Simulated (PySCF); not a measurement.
Compound: NbSeMe3, C₃H₉NbSe (singlet state).
Cartesian coordinates in Å at the PBE0-D3(BJ)/def2-SVP level; atoms count from 1:
```xyz
14
C3H9NbSe angstrom
Nb    -0.0004   -0.0044    0.4831
Se    -0.0021   -0.0355    2.7545
C      2.0254   -0.0073   -0.1668
H      2.6028    0.8365    0.2465
H      2.0307    0.0632   -1.2722
H      2.5345   -0.9407    0.1307
C     -1.0114    1.7586   -0.1483
H     -2.0630    1.7602    0.1868
H     -0.9910    1.7856   -1.2556
H     -0.5324    2.6736    0.2394
C     -1.0148   -1.7505   -0.1878
H     -2.0679   -1.7534    0.1430
H     -0.5406   -2.6741    0.1849
H     -0.9893   -1.7558   -1.2952
```

Method: PBE0-D3(BJ)/def2-SVP geometry optimisation, gas phase, def2 core potentials past Kr in PySCF.

Task: Which atoms are bound to Nb1, and at what distances?

Result: 4 atoms: C3 2.128 Å, C11 2.128 Å, C7 2.128 Å, Se2 2.272 Å. The nearest atom not counted as bound is H14, at 2.68 Å (others tie with it).

Task: List the angles at Nb1.

Result: 
| angle | degrees | distance of the outer atoms (Å) |
| --- | --- | --- |
| C3–Nb1–C7 | 111.3 | 3.51 |
| C7–Nb1–C11 | 111.1 | 3.51 |
| C3–Nb1–C11 | 110.9 | 3.50 |
| Se2–Nb1–C7 | 107.9 | 3.56 |
| Se2–Nb1–C3 | 107.8 | 3.56 |
| Se2–Nb1–C11 | 107.7 | 3.55 |

Task: What is the shape at Nb1?

Result: Tetrahedral: angles from 107.7° to 111.3°; τ4 = (360° − α − β)/141° = 0.98 with α and β the two widest (0 for a square, 1 for a tetrahedron).

Task: What are the other bond lengths?

Result: C3–H4 and 8 like bonds 1.105 Å.

Point group: near C3v, missed by 0.14 Å at most; the miss may be what the optimiser left on a soft mode (Cs holds within 0.08 Å). Charge 0, singlet. Not checked by PBE0-D3(BJ)/def2-SVP frequencies.
